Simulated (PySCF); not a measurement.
Te(Br)(OSiH3) (BrH3OSiTe), SMILES [SiH3]O[Te]Br.

Geometry optimised at B3LYP-D3(BJ)/def2-SVP. The structure was generated by enumeration, and PubChem lists no compound with its InChIKey, so it may never have been made. The def2 effective core potentials stand for the cores of Te; spin–orbit coupling is left out. Other conformers were not sampled.

All values below come from B3LYP-D3(BJ)/def2-SVP in PySCF 2.14.0.

Frequencies are harmonic and unscaled.

### Question
Estimate the vibrational spectrum. (An estimate is asked for; the answer gives what the named calculation found.)

### Answer

| mode | ν (cm⁻¹) | IR (km/mol) | moving atoms (share of kinetic energy) |
|---|---|---|---|
| 1 | 33 | 0.5 | H 55 %, Si 20 %, Br 12 % |
| 2 | 64 | 0.5 | H 47 %, Si 25 %, Br 21 % |
| 3 | 141 | 2.4 | O 43 %, Si 27 %, H 20 % |
| 4 | 170 | 3.1 | O 58 %, Te 12 %, Si 12 %, H 9 %, Br 8 % |
| 5 | 247 | 17.4 | Br 58 %, Te 41 % |
| 6 | 488 | 18.2 | O 56 %, Si 18 %, Te 14 %, H 12 % |
| 7 | 713 | 44.9 | H 84 %, Si 8 % |
| 8 | 725 | 46.4 | H 78 %, O 12 %, Si 10 % |
| 9 | 886 | 433.7 | O 72 %, Si 26 % |
| 10 | 942 | 76.9 | H 95 % |
| 11 | 958 | 107.6 | H 96 % |
| 12 | 987 | 203.4 | H 92 % |
| 13 | 2219 | 111.1 | H 97 % |
| 14 | 2236 | 77.5 | H 97 % |
| 15 | 2250 | 126.2 | H 96 % |
